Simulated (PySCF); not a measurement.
## Vibration and rotation of TeN⁻

ROHF constants of TeN⁻, ³Σ⁻ (triplet), unpaired electrons π ↑↑ (Te def2-SVPD with ECP28, N def2-SVPD; scalar-relativistic core potentials (PySCF 2.14); masses 129.9062 and 14.0031 u):

```
ωe              : 573.0 cm⁻¹
ωexe            : 2.29 cm⁻¹
Be              : 0.31305 cm⁻¹
αe              : 0.00196 cm⁻¹
D (centrifugal) : 3.74e-07 cm⁻¹
```

(1) Give the vibrational terms G(v) and spacings up to v = 6.

These are scalar-relativistic numbers at best; spin–orbit coupling would shift them, the dissociation energy most. Hartree–Fock leaves out correlation, which carries a large part of most bond energies and some tenths to 1 eV of ionisation energies. The state was picked by a PBE0 search and need not be the measured ground state.

Results:

(1) G(v) = ωe(v+½) − ωexe(v+½)².

| v | G(v) (cm⁻¹) | G(v) − G(v−1) | Bv (cm⁻¹) |
| --- | --- | --- | --- |
| 0 | 286 |  | 0.3121 |
| 1 | 854 | 568 | 0.3101 |
| 2 | 1418 | 564 | 0.3081 |
| 3 | 1977 | 559 | 0.3062 |
| 4 | 2532 | 555 | 0.3042 |
| 5 | 3082 | 550 | 0.3023 |
| 6 | 3628 | 546 | 0.3003 |
